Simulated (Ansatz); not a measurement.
Computed with Ansatz on PBE0-D4/def2-TZVP structures; ΔE is electronic, products minus reactants. CCSD(T)/CBS is the MP2 limit (def2-TZVPP, def2-QZVPP) plus CCSD(T) − MP2 in def2-TZVPP, frozen cores. One conformer a species, not always the lowest.

Reaction (redistribution): `NCB(O)Cl` + `C[CH]([AlH2])CCl` → `OB(Cl)CCl` + `C[CH]([AlH2])CN`

```csv
species,SCS-MP2/def2-QZVPP energy (Eh)
`NCB(O)Cl`,-655.46867
`C[CH]([AlH2])CCl`,-820.61994
`OB(Cl)CCl`,-1059.33988
`C[CH]([AlH2])CN`,-416.75153
```

Work out ΔE.

ΔE = (-1059.33988) + (-416.75153) − (-655.46867) − (-820.61994) = -0.00280 Eh = -7.4 kJ/mol. CCSD(T)/CBS gives -7.8 kJ/mol.

Largest T1 diagnostic among the species: 0.011.
